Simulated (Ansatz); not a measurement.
System: sum formula Si2N2H7, net charge 0, doublet state. It need not be the lowest isomer of its formula. 
Coordinates optimised at B3LYP-D3(BJ)/def2-TZVP (Ansatz, an electronic-structure program):
SMILES: N([SiH2]N)[SiH2]
```xyz
11

N     -2.2918    -0.4825    -0.1587
Si    -0.9725     0.5782     0.1170
N      0.4667    -0.3211     0.4625
Si     2.0212    -0.2493    -0.3015
H     -3.2173    -0.2454     0.1594
H     -2.3137    -1.1284    -0.9315
H     -1.4136     1.4239     1.2517
H     -0.5866     1.4430    -1.0237
H      0.3536    -1.0623     1.1434
H      2.1981     1.1175    -0.8619
H      3.0738    -0.5283     0.7189
```
Charge 0, spin multiplicity 2.

Computed values are from Ansatz. Valence correlation only, unless marked. UHF or UKS for open shells. No spin-orbit coupling. Non-relativistic. CBS marks a two-point X^-3 extrapolation of the correlation energy; Hartree-Fock from the larger set.

| Quantity | Value |
|---|---|
| atomisation energy De | 3539.4 kJ/mol at CCSD(T)/CBS(cc-pV(T+d)Z,cc-pV(Q+d)Z) |
| total energy | -691.7869 Eh at CCSD(T)/CBS(cc-pV(T+d)Z,cc-pV(Q+d)Z) |
| dipole moment | 1.84 D at CCSD(T)/aug-cc-pV(D+d)Z |
| T1 diagnostic | 0.014 at CCSD/cc-pV(Q+d)Z |
